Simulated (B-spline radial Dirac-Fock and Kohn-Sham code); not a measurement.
X-ray emission lines of Tc⁴⁺

System: technetium as Tc⁴⁺, [Kr] 4d3, inside a Watson sphere of charge -4 and radius 2.4 Å (a model of the Madelung potential; inside it an electron's potential energy is raised by 24.0 eV).

The run's input, task.json:

```json
{"items": [{
  "Z": 43,
  "q": 4,
  "cfg": [[1, 0, 2], [2, 0, 2], [2, 1, 6], [3, 0, 2], [3, 1, 6], [3, 2, 10], [4, 0, 2], [4, 1, 6], [4, 2, 3]],
  "A": 97,
  "rrms": 4.4112,
  "watson": [-4, 2.4],
  "do": ["binding"]
}]}
```

Command: `python xray_run.py task.json out`

Method: relaxed Dirac-Fock hole states (ΔSCF) with Breit and QED corrections and a finite nucleus. Computed with a radial B-spline solver. A line energy is the difference of two single-hole energies; the list is a selection of electric-dipole transitions between resolved j subshells. No correlation.

| line | energy (eV) | wavelength (Å) |
| --- | --- | --- |
| Kβ2' (K-N3) | 21009.0 | 0.59015 |
| Kβ2'' (K-N2) | 21005.8 | 0.59024 |
| Kβ1 (K-M3) | 20614.7 | 0.60143 |
| Kβ3 (K-M2) | 20594.7 | 0.60202 |
| Kα1 (K-L3) | 18365.2 | 0.67510 |
| Kα2 (K-L2) | 18248.7 | 0.67941 |
| Lγ3 (L1-N3) | 3014.2 | 4.1133 |
| Lγ2 (L1-N2) | 3011.1 | 4.1176 |
| Lγ5 (L2-N1) | 2725.0 | 4.5499 |
| Lβ3 (L1-M3) | 2620.0 | 4.7322 |
| Lβ6 (L3-N1) | 2608.5 | 4.7530 |
| Lβ4 (L1-M2) | 2600.0 | 4.7687 |
